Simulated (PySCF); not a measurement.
Ligand exchange on a metal centre used in film growth or etching (Sc Cl-NH2). All species are isolated molecules in the gas phase. One relaxed conformer stands for each flexible species; it need not be the lowest.

The numbers are results of PBE-D3(BJ)/def2-TZVP // BP86-D3(BJ)/def2-SVP in PySCF, not measurements. All candidates: neutral, multiplicity 1. 

The HOMO–LUMO gap is 3.42 eV. The LUMO comes out as -2.53 eV and the HOMO is -5.95 eV.

### Question
Say which member has these values.
A. [Sc(Cl)(NH2)2]
B. [Sc(Cl)2(NH2)]
C. [Sc(NH2)3]
D. [Sc(Cl)3]

### Answer
A, [Sc(Cl)(NH2)2]. The others give [Sc(NH2)3]: 3.39 eV, -1.80 eV, -5.19 eV; [Sc(Cl)2(NH2)]: 3.37 eV, -3.33 eV, -6.70 eV; [Sc(Cl)3]: 3.69 eV, -4.19 eV, -7.88 eV
